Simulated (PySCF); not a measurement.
Species: C3H11OPSi.
Cartesian coordinates in Å at the PBE0-D3(BJ)/def2-SVP level; atoms count from 1:
```
atom  x, y, z in Å
C1    -1.4410    1.5356    0.9471
O2    -0.7319    0.6228    0.1672
C3    -1.1508   -0.7054    0.3029
C4    -0.2183   -1.5767   -0.5073
P5     1.5440   -1.4166    0.1197
Si6    2.0742    0.6579   -0.6225
H7    -1.3736    1.2938    2.0254
H8    -1.0036    2.5298    0.7821
H9    -2.5118    1.5686    0.6672
H10   -1.1325   -1.0093    1.3706
H11   -2.1956   -0.8228   -0.0516
H12   -0.2967   -1.3165   -1.5741
H13   -0.5134   -2.6317   -0.3926
H14    2.1835   -2.0715   -0.9764
H15    1.3537    1.0523   -1.8716
H16    3.5426    0.6175   -0.9274
H17    1.8719    1.6873    0.4373
```

Level: CAM-B3LYP/def2-SVPD in PySCF, non-relativistic, on one gas-phase PBE0-D3(BJ)/def2-SVP geometry that isn't relaxed in the solvent. The solvent is an IEF-PCM continuum (cavity from Bondi-type radii × 1.2), and excitations are vertical TDDFT with non-equilibrium linear response and a frozen core. Only the electrostatic response of the medium enters.

Gas-phase singlets (H = HOMO, L = LUMO):

| state | E (eV) | λ (nm) | f | leading configuration |
| --- | --- | --- | --- | --- |
| S1 | 5.961 | 208 | 0.032 | H→L 39% |
| S2 | 6.555 | 189 | 0.078 | H→L+1 38% |
| S3 | 6.634 | 187 | 0.129 | H→L+3 79% |
| S4 | 7.229 | 172 | 0.018 | H-1→L 34% |
| S5 | 7.302 | 170 | 0.025 | H-1→L 48% |

**Question.** How does the list change in cyclohexane (ε = 2.017)?

**Answer.** 
```csv
state,E (eV),λ (nm),f,leading configuration,change by rank (eV)
S1,5.968,208,0.051,H→L+1 57%,+0.007
S2,6.499,191,0.229,H→L 46%,-0.056
S3,6.602,188,0.081,H→L+3 46%,-0.032
S4,7.225,172,0.020,H-1→L 57%,-0.004
S5,7.304,170,0.033,H→L+5 53%,+0.002
```

**Question.** How do the frontier levels move from gas to cyclohexane?

**Answer.** 
| orbital | gas (eV) | solvent (eV) | change (eV) |
| --- | --- | --- | --- |
| LUMO+2 | 1.65 | 1.76 | +0.11 |
| LUMO+1 | 1.21 | 1.24 | +0.03 |
| LUMO | 1.07 | 1.15 | +0.08 |
| HOMO | -8.08 | -8.10 | -0.02 |
| HOMO-1 | -9.20 | -9.09 | +0.11 |
| HOMO-2 | -9.93 | -9.90 | +0.03 |
| HOMO-3 | -10.29 | -10.27 | +0.02 |

The HOMO–LUMO gap goes from 9.15 to 9.25 eV. Rows go by rank; for LUMO+2 the atom shares or the degeneracy differ between the runs, so the row needn't follow one orbital.
